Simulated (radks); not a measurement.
Question: The selenium ion Se17+, configuration [Ne] 3s2 3p5. Method: Dirac Kohn-Sham, PBEsol, spin-unpolarised, spherical densities, point nucleus; open shells are shared between the two j in proportion to 2j + 1; computed with a radial shooting solver on a logarithmic mesh with Libxc functionals.

Spin-orbit splittings of the eigenvalues, e(l+1/2) - e(l-1/2), with zeta = 2 splitting/(2l+1) and mean radii in bohr:

shell  occ.  splitting (eV)  zeta (eV)  <r> j=l-1/2  <r> j=l+1/2
2p        6           42.13      28.08       0.1673       0.1710
3p        5               ?          ?       0.4928       0.4991

Estimate the 3p splitting.

Answer: 8.574 eV (zeta = 5.716 eV).
